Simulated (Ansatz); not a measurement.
Geometry optimisation, RKS PBE0/6-31G* (Ansatz).

input.yaml

```yaml
crystal:
  periodic: [false, false, false]
  atoms:
    - { symbol: Si, position_ang: [-1.1262, 0.8254, 1.2986] }
    - { symbol: O, position_ang: [-0.4975, 0.6194, -0.2115] }
    - { symbol: C, position_ang: [-1.17695, 1.29883, -1.24576] }
    - { symbol: C, position_ang: [-0.43409, 1.62109, -2.52453] }
    - { symbol: O, position_ang: [-0.78072, 2.6464, -1.5531] }
    - { symbol: H, position_ang: [-2.2456, 1.908, 1.18] }
    - { symbol: H, position_ang: [-1.7201, -0.3912, 1.8159] }
    - { symbol: H, position_ang: [-0.0908, 1.3801, 2.2131] }
    - { symbol: H, position_ang: [-2.28449, 1.03788, -1.4124] }
    - { symbol: H, position_ang: [-0.88358, 1.63328, -3.42637] }
    - { symbol: H, position_ang: [0.65425, 1.36275, -2.45752] }
basis:
  gaussian: { orbitals: "6-31G*" }
hamiltonian:
  xc: pbe0
relax:
  f_tol: 0.015
  max_steps: 40
```

Launched with:

```bash
$ ansatz run input.yaml --threads 1 --pin off --max-ram 2048MiB --backend cpu --events-out ev --progress --plain --runs-dir out
```

Where does it end, and by what steps?

The run converged. After 21 steps the energy has fallen by 0.621 eV; H8 moved furthest, 1.18 Å.

```csv
step,energy less start (eV),largest force component (eV/Å),accepted
0,0.0000,5.635,yes
1,-0.4551,1.913,yes
2,-0.5198,0.191,yes
3,-0.5268,0.129,yes
4,-0.5316,0.315,yes
5,-0.5499,0.122,yes
6,-0.5463,0.363,no
7,-0.5557,0.364,yes
8,-0.5712,0.112,yes
9,-0.5741,0.186,yes
10,-0.5810,0.174,yes
11,-0.5829,0.075,yes
12,-0.5874,0.228,yes
13,-0.5939,0.174,yes
14,-0.6032,0.267,yes
15,-0.6095,0.220,yes
16,-0.6162,0.124,yes
17,-0.6166,0.123,yes
18,-0.6199,0.064,yes
19,-0.6208,0.017,yes
20,-0.6205,0.055,no
21,-0.6208,0.006,yes
```

```xyz
11
Properties=species:S:1:pos:R:3
Si -1.089 0.925 1.103
O -1.546 0.318 -0.397
C -1.548 1.135 -1.500
C -0.306 1.650 -2.074
O -1.190 2.479 -1.297
H -2.001 1.994 1.583
H -1.188 -0.258 1.993
H 0.317 1.417 1.105
H -2.426 0.971 -2.125
H -0.244 1.911 -3.129
H 0.635 1.401 -1.586
```

Whether the end is a true minimum wasn't checked by a vibrational analysis.

Run time: 84 s on 1 thread of Intel(R) Xeon(R) Platinum 8488C (Sapphire Rapids), on a shared host, peak memory 0.22 GiB.
